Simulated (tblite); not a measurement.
Species: C6H14BN.
Z-matrix (Å and degrees, GFN2-xTB geometry), rows numbered from 1:
```
C 
N   1  1.4460
C   2  1.4461  1  111.56
B   2  1.3812  1  124.34  3   179.80
C   4  1.5960  2  126.77  1    -0.73
C   5  1.5363  4  103.49  2  -166.78
C   6  1.5287  5  105.35  4   -32.36
C   7  1.5364  6  105.42  5    40.92
H   1  1.0948  2  110.38  3    58.61
H   1  1.0853  2  110.10  3   178.69
H   1  1.0950  2  110.58  3   -60.89
H   3  1.0950  2  110.44  1    59.71
H   3  1.0950  2  110.46  1   -59.75
H   3  1.0855  2  110.03  1   179.83
H   5  1.0936  4  110.46  2    76.58
H   5  1.0908  4  116.28  2   -45.01
H   6  1.0922  5  109.31  4    84.91
H   6  1.0913  5  112.90  4  -154.89
H   7  1.0915  6  112.08  5   164.07
H   7  1.0922  6  109.14  5   -76.34
H   8  1.0935  4  110.50  2    73.70
H   8  1.0910  4  116.10  2   -47.69
```

Computed values, GFN2-xTB/tblite, gas phase, harmonic and unscaled. The method is semi-empirical: single wavenumbers can be off by several per cent or more. One conformer, not necessarily the lowest.

Harmonic wavenumbers (cm⁻¹): 82.4, 113.3, 151.3, 157.7, 187.4, 234.3, 278.2, 340.5, 386.0, 417.5, 489.8, 556.9, 654.5, 756.6, 832.1, 890.8, 945.6, 958.8, 961.6, 1011.9, 1048.6, 1069.0, 1088.9, 1100.7, 1101.8, 1131.7, 1137.7, 1173.1, 1208.5, 1217.4, 1219.1, 1270.1, 1283.4, 1320.4, 1331.5, 1409.2, 1415.8, 1474.5, 1477.6, 1479.9, 1480.5, 1486.3, 1489.1, 1497.4, 1508.0, 1540.6, 2923.6, 2925.7, 2945.6, 2946.6, 2947.3, 2953.6, 2959.1, 2972.1, 2975.8, 2979.2, 2986.0, 2987.3, 3063.6, 3064.9.

A = 3842, B = 1332, C = 1038 MHz; mass 111.122 u (most abundant isotopes); point group C2, symmetry number 2.

Question: Zero-point energy?

Answer: Half the sum of the wavenumbers: 42999 cm⁻¹ = 122.94 kcal/mol.

Question: What is S at 298.15 K and 1 bar for an ideal gas of classical rigid rotors and harmonic oscillators?

Answer: Translation 40.06, rotation 27.12, vibration 24.49: S = 91.7 cal/(mol K).

Question: And Cp and H(298.15 K) − H(0)?

Answer: Cp = 36.62 cal/(mol K), of which vibrations give 28.67 (their classical limit is 60 R = 119.2); H(298.15 K) − H(0) = 6.48 kcal/mol without the zero-point energy, 4.11 from vibrations.

Question: Blend soft modes into free rotors: weight 1/[1 + (100 cm⁻¹/ν̃)⁴] for the oscillator and the rest for a rotor with moment μB/(μ + B), μ = h/(8π²ν), B = 10⁻⁴⁴ kg m². What vibrational entropy results?

Answer: 23.73 cal/(mol K) in place of 24.49, which changes −T·S at 298.15 K by +0.23 kcal/mol.

Question: What must be added to the electronic energy to get the Gibbs energy at 298.15 K and 1 bar?

Answer: ZPE + [H(298.15 K) − H(0)] − T·S = 122.94 + 6.48 − 27.33 = 102.09 kcal/mol.

Question: How do the functions run with temperature in this model?

Answer: 
| T (K) | S (cal/(mol K)) | Cp (cal/(mol K)) | H − H(0) (kcal/mol) | G − H(0) (kcal/mol) | ln q(vib) |
| --- | --- | --- | --- | --- | --- |
| 150 | 72.2 | 22.2 | 2.17 | -8.66 | 2.00 |
| 250 | 85.7 | 31.5 | 4.85 | -16.57 | 4.26 |
| 400 | 104.0 | 48.0 | 10.80 | -30.81 | 7.78 |
| 600 | 127.3 | 67.3 | 22.43 | -53.97 | 12.67 |
| 900 | 158.6 | 86.7 | 45.75 | -96.99 | 20.00 |

q(vib) and H(0) count from the zero-point level.

Hindered rotation and anharmonicity are outside this model. Other conformers, if any are populated, would add a mixing term that is left out. The structure is chiral; the term R ln 2 for an equal mix with its mirror image is left out.
